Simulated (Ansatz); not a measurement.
Input (CCSDTQ/def2-SVP; Ansatz, a program for electronic structure):

Ansatz 0.2 input:
```yaml
crystal:
  periodic: [false, false, false]
  atoms:
    - {symbol: Cl, position_ang: [-0.00000000, -0.00000000, -1.39210320]}
    - {symbol: Br, position_ang: [0.00000000, 0.00000000, 0.67616441]}
basis:
  gaussian:
    orbitals: def2-SVP
total_charge: 1
magnetization: {spin_polarized: true, initial_magnetization: 1}
correlation: {method: ccsdtq, electrons: outside_noble_gas}
```

Output:

```
Functional definition: HF
integrals: 0.04 GiB planned
751 factors; integrals over basis functions are off by at most 1.3e-7 eV
mean field: 0.24 GiB planned
mean field evaluation 1: about -82478.0475 eV, gradient 8.5e0 eV
mean field evaluation 2: about -82478.0764 eV, gradient 8.5e0 eV
mean field evaluation 4: about -82478.5381 eV, gradient 1.6e0 eV
mean field evaluation 8: about -82478.5962 eV, gradient 1.6e-1 eV
mean field evaluation 16: about -82478.0473 eV, gradient 8.6e0 eV
mean field evaluation 32: about -82478.5983 eV, gradient 7.8e-7 eV
mean field evaluation 64: about -82478.5983 eV, gradient 7.8e-4 eV
mean field evaluation 96: about -82471.4491 eV, gradient 1.8e1 eV
mean field evaluation 128: about -82474.7955 eV, gradient 3.6e0 eV
mean field evaluation 160: about -82478.5983 eV, gradient 1.4e-3 eV
mean field -82478.59827164 eV, -3031.0325804809 hartree, gradient 3.7e-6 eV, S^2 0.760622; 4 other end points of the search recorded, 0 dependent functions left out
determinant -82478.59827164 eV, -3031.0325804809 hartree, with singles and doubles -82485.98801735 eV, -3031.3041486267 hartree
determinant -82475.60398881 eV, -3030.9225426165 hartree, with singles and doubles -82482.65526295 eV, -3031.1816721615 hartree
determinant -82475.12569514 eV, -3030.9049656483 hartree, with singles and doubles -82482.68842174 eV, -3031.1828907245 hartree
19 core orbitals not correlated
reference -82478.59827164 eV, -3031.0325804809 hartree; 7, 6 occupied and 24, 25 virtual orbitals, 751 factors
second order -6.60331736 eV of doubles, -0.00000000 eV of singles
coupled cluster: 2.41 GiB planned
cycle   1  -7.07385153 eV  change   -4.7e-1 eV  update   9.0e-2
cycle   2  -7.45094636 eV  change   -3.8e-1 eV  update   4.5e-2
cycle   3  -7.67108996 eV  change   -2.2e-1 eV  update   3.7e-2
cycle   4  -7.65100871 eV  change    2.0e-2 eV  update   2.0e-2
cycle   5  -7.67806281 eV  change   -2.7e-2 eV  update   1.4e-2
cycle   6  -7.68394763 eV  change   -5.9e-3 eV  update   4.7e-3
cycle   7  -7.67669250 eV  change    7.3e-3 eV  update   2.0e-3
cycle   8  -7.67718775 eV  change   -5.0e-4 eV  update   8.2e-4
cycle   9  -7.67762861 eV  change   -4.4e-4 eV  update   3.7e-4
cycle  10  -7.67723289 eV  change    4.0e-4 eV  update   2.0e-4
cycle  11  -7.67740974 eV  change   -1.8e-4 eV  update   1.2e-4
cycle  12  -7.67742484 eV  change   -1.5e-5 eV  update   5.5e-5
cycle  13  -7.67745232 eV  change   -2.7e-5 eV  update   3.0e-5
cycle  14  -7.67744515 eV  change    7.2e-6 eV  update   1.2e-5
cycle  15  -7.67745320 eV  change   -8.1e-6 eV  update   5.6e-6
cycle  16  -7.67745448 eV  change   -1.3e-6 eV  update   3.1e-6
cycle  17  -7.67745404 eV  change    4.4e-7 eV  update   1.3e-6
coupled cluster: 2.41 GiB planned
Total energy: -82486.27572568 eV, -3031.3147217130 hartree
```
